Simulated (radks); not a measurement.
Spherical quantum dot in the effective-mass picture: electrons in a parabolic well V = omega^2 r^2 / 2 with omega = 0.631, with a point charge +1 (a donor) at the centre, all in effective atomic units (hartree* = m*/eps^2 hartree, bohr* = eps/m* bohr), one dielectric constant everywhere. Calculated with a radial shooting solver with Libxc functionals: non-relativistic Kohn-Sham, LDA (Slater exchange, Perdew-Wang correlation), spin-polarised, spherical densities. Levels are named by radial order and angular momentum (1s, 1p, 1d, 2s, ...), and open shells are averaged over m. Results are scaled to m* = 0.087 and eps = 15.2, for which hartree* = 10.25 meV and bohr* = 9.245 nm.

N = 7, configuration 1s2 1p(up 3, down 2). This is the lowest configuration that the search found. Occupied and some empty levels:

level,occupation,eigenvalue (meV),<r> (nm)
1s up,1,31.895,13.12
1s down,1,32.132,13.05
1p up,3,37.884,20.13
1p down,2,38.158,20.19
2s up,0,41.291,20.50
2s down,0,41.471,20.60
1d up,0,42.794,23.73
1d down,0,43.037,23.82
1f up,0,47.890,26.52
1f down,0,48.095,26.61

Energy (meV): total 147.149, kinetic 41.162, external 16.456, Hartree 114.50, exchange-correlation -24.966.
